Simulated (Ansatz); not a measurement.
C$_{2}$H$_{6}$BIO (SMILES COB(C)I), singlet, at a GFN2-xTB geometry (all electrons, no relativity); SC-NEVPT2/STO-3G, CASSCF(2,3) (Ansatz, a quantum-chemistry and plane-wave program).

Input for Ansatz:
Ansatz 0.2 input:
```yaml
crystal:
  periodic: [false, false, false]
  atoms:
    - {symbol: B, position_ang: [-0.64741390, -0.73461432, 0.26194018]}
    - {symbol: I, position_ang: [0.63871936, 0.94474152, -0.04997446]}
    - {symbol: C, position_ang: [-1.54611497, -0.77008349, 1.56536999]}
    - {symbol: H, position_ang: [-2.18009384, -1.65179930, 1.64452455]}
    - {symbol: H, position_ang: [-2.19586675, 0.10382816, 1.61036705]}
    - {symbol: H, position_ang: [-0.92682771, -0.73217867, 2.46157323]}
    - {symbol: O, position_ang: [-0.55868546, -1.61951317, -0.71194037]}
    - {symbol: C, position_ang: [-1.22977911, -2.84214887, -0.87755465]}
    - {symbol: H, position_ang: [-1.80763884, -2.79404741, -1.80262904]}
    - {symbol: H, position_ang: [-0.48242399, -3.63315891, -0.96439345]}
    - {symbol: H, position_ang: [-1.89735730, -3.06137310, -0.04186582]}
basis:
  gaussian:
    orbitals: STO-3G
magnetization: {spin_polarized: false}
correlation: {method: sc_nevpt2, electrons: all, active_space: {window: {electrons: 2, orbitals: 3}}}
```

What the program printed (banner, timings and long lists left out):

```
Functional definition: HF
654 factors; integrals over basis functions are off by at most 9.5e-5 eV
mean field evaluation 1: about -191220.5203 eV, gradient 2.4e1 eV
mean field evaluation 2: about -191220.6782 eV, gradient 2.4e1 eV
mean field evaluation 4: about -191222.9656 eV, gradient 1.9e0 eV
mean field evaluation 8: about -191222.9809 eV, gradient 2.6e-2 eV
mean field -191222.98092887 eV, -7027.3149335442 hartree, gradient 1.0e-6 eV, S^2 0.000000; 0 other end points of the search recorded, 0 dependent functions left out
reference -191222.98092887 eV, -7027.3149335442 hartree; 42, 42 occupied and 11, 11 virtual orbitals, 654 factors
state -191223.45937234 eV, -7027.3325160176 hartree
state -191223.45937234 eV, -7027.3325160176 hartree; corrected -191228.31910743 eV, -7027.5111079880 hartree
state -191223.29123266 eV, -7027.3263369983 hartree
state -191223.29123266 eV, -7027.3263369983 hartree; corrected -191228.29876991 eV, -7027.5103605980 hartree
state -191223.45937234 eV, -7027.3325160176 hartree; corrected -191228.31910743 eV, -7027.5111079880 hartree
state -191223.27321573 eV, -7027.3256748883 hartree
state -191223.27321573 eV, -7027.3256748883 hartree; corrected -191228.23772918 eV, -7027.5081173922 hartree
state -191223.45937234 eV, -7027.3325160176 hartree; corrected -191228.31910743 eV, -7027.5111079880 hartree
2 active orbitals were swapped for others, from the solution at -191223.29122808 eV, -7027.3263368298 hartree to that at -191223.41299325 eV, -7027.3308116173 hartree; typed "places" are swapped only where nearly empty or full, and so, without "given_window_search", are "orbital_numbers", "shells" and a window whose orbitals a file names under [Active]
2 active orbitals were swapped for others, from the solution at -191223.41299325 eV, -7027.3308116173 hartree to that at -191223.45936746 eV, -7027.3325158380 hartree; typed "places" are swapped only where nearly empty or full, and so, without "given_window_search", are "orbital_numbers", "shells" and a window whose orbitals a file names under [Active]
Total energy: -191228.31910743 eV, -7027.5111079880 hartree
```
